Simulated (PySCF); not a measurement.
**Reproducing measurements on CaH**

**The experiment to reproduce.**

From Liu, Meijer, Perez-Rios, Phys. Chem. Chem. Phys. 22 (2020) 24191, for the gas: dipole moment 2.53 D.

The runs below try to reproduce these values; the comparison stands at the end.

Species: CaH (doublet state).
Atom-mapped SMILES: `[CaH:1]` (hydrogens: H2 on Ca1)

Cartesian coordinates in Å at the PBE0-D3(BJ)/def2-SVP level; atoms count from 1:
```xyz
2
CaH angstrom
Ca     0.9966   -0.0065   -0.0048
H     -0.9911    0.0090   -0.0234
```

The PySCF runs (gas phase, on this PBE0-D3(BJ)/def2-SVP geometry; no spin–orbit coupling):

| level | job | basis functions | wall time |
| --- | --- | --- | --- |
| PBE0-D3(BJ)/def2-SVP, grid level 1 | geometry optimisation from a GFN2-xTB start | 29 | 1.3 s |

Hardware: an x86-64 server with one thread, on a shared host.

Results beside the measurements:

**Dipole moment.** Measured: 2.53 D (Liu, Meijer, Perez-Rios, Phys. Chem. Chem. Phys. 22 (2020) 24191).

```
               level  computed (D)  computed − measured (D)  % (from the printed values)
PBE0-D3(BJ)/def2-SVP          3.08                    +0.55                          +22
```

The computed dipoles belong to one fixed geometry; measured ones are averaged over vibrations unless marked μe. Magnitudes are compared, not signs.

No measured geometry was used, and the causes of the misses weren't examined.
